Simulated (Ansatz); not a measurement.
Harmonic frequencies (cm⁻¹) at PBE0-D4/def2-TZVP from Ansatz: 114, 170, 258, 534, 746, 814, 867, 896, 940, 987, 1084, 1158, 1169, 1210, 1279, 1399, 1517, 2655, 3101, 3128, 3194.

Each molecule was computed in one conformer, which needn't be the lowest.

(1) Which molecule is it?
A. `BC(=O)CCl`
B. `ClBC1CO1`
C. `O=CCBCl`
D. `ClB1CCO1`

## Answers

(1) B.
